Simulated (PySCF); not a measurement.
A side-by-side comparison of computed properties.

First species: 4-pentenenitrile, C5H7N.
SMILES: `C=CCCC#N`

Second species: CH3ClNO4S2 (charge -1).
SMILES: `ClS(=O)(=O)[N-]S(=O)(C)=O`

Levels: PBE0/def2-SVPD for HOMO energy, LUMO energy, HOMO–LUMO gap, static isotropic polarisability and electronic spatial extent ⟨r²⟩ about the centre of nuclear charge; TDDFT PBE0/def2-SVPD for lowest singlet excitation; TDA PBE0/def2-SVPD for lowest triplet excitation (Tamm–Dancoff); GFN2-xTB for rotational constant A and rotational constant C. Geometries: GFN2-xTB. Each structure is a single optimised conformer of the isolated species, non-relativistic unless stated. Electronic properties by PySCF.

The conformers computed, where there is a choice (atom-mapped SMILES and torsion angles):
- `[CH2:1]=[CH:2][CH2:3][CH2:4][C:5]#[N:6]`: C1–C2–C3–C4 -117°, C2–C3–C4–C5 -63°
- `[CH3:1][S:2](=[O:3])(=[O:4])[N-:5][S:6](=[O:7])(=[O:8])[Cl:9]`: C1–S2–N5–S6 -85°, S2–N5–S6–O7 -92°

Values for the first species:

| Property | Result |
| --- | --- |
| HOMO energy | -7.94 eV |
| LUMO energy | -0.14 eV |
| HOMO–LUMO gap | 7.80 eV |
| Lowest singlet excitation | 7.20 eV |
| Lowest triplet excitation (Tamm–Dancoff) | 4.47 eV |
| Static isotropic polarisability | 63.2 au |
| Electronic spatial extent ⟨r²⟩ about the centre of nuclear charge | 694 bohr² |
| Rotational constant A | 8.338 GHz |
| Rotational constant C | 1.749 GHz |

Estimate the same properties for the second species, and the change in each.

| property | first | second | second less first |
| --- | --- | --- | --- |
| HOMO energy | -7.94 eV | -3.88 eV | +4.06 eV |
| LUMO energy | -0.14 eV | 3.06 eV | +3.20 eV |
| HOMO–LUMO gap | 7.80 eV | 6.94 eV | -0.86 eV |
| lowest singlet excitation | 7.20 eV | 5.44 eV | -1.76 eV |
| lowest triplet excitation (Tamm–Dancoff) | 4.47 eV | 5.25 eV | +0.78 eV |
| static isotropic polarisability | 63.2 au | 92.5 au | +29.3 au |
| electronic spatial extent ⟨r²⟩ about the centre of nuclear charge | 694 bohr² | 1636 bohr² | +942 bohr² |
| rotational constant A | 8.338 GHz | 2.241 GHz | -6.097 GHz |
| rotational constant C | 1.749 GHz | 0.736 GHz | -1.013 GHz |

On the first: The polarisability is 9.37 Å³ as a volume (1 au = 0.148185 Å³), or 1.44 au for each of the 44 electrons. The 6 singlets span 7.20 to 8.08 eV, and their oscillator strengths add up to 0.49.

On the second: The 8 singlets span 5.44 to 7.01 eV, and their oscillator strengths add up to 0.14. The vertical singlet–triplet gap S1 − T1 is 0.19 eV (TDDFT singlet less Tamm–Dancoff triplet; S1: HOMO→LUMO, weight 0.93; T1: HOMO→LUMO, weight 0.92).
